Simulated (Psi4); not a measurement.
ClSn (SMILES [Cl][Sn+]), charge +1, singlet, geometry from GFN2-xTB (such geometries of metal compounds can be far from the true shape) (core potentials on Sn). Base run: Psi4 1.11 with BLYP/def2-SVP.

Psi4 was given this input:
```
memory 2 GB

molecule {
1 1
  Sn   -0.00000000   -0.00000000   -0.58286497
  Cl    0.00000000    0.00000000    1.71430873
}

set basis def2-svp

energy('blyp')
print_variables()
```

The base run was repeated with changes; each row names its change, and settings that it needs were set with it.

```csv
change,basis functions,E (Eh)
base,44,-674.08271
basis = def2-SV(P),44,-674.08271
basis = def2-SVPD,59,-674.08930
basis = def2-TZVP,87,-674.25239
basis = def2-TZVPP,92,-674.25243
basis = def2-TZVPD,102,-674.25283
basis = def2-QZVPP,152,-674.26908
basis = def2-QZVP,152,-674.26908
```

Totals compare only among sets that treat the same electrons; sets with core potentials leave the core out.
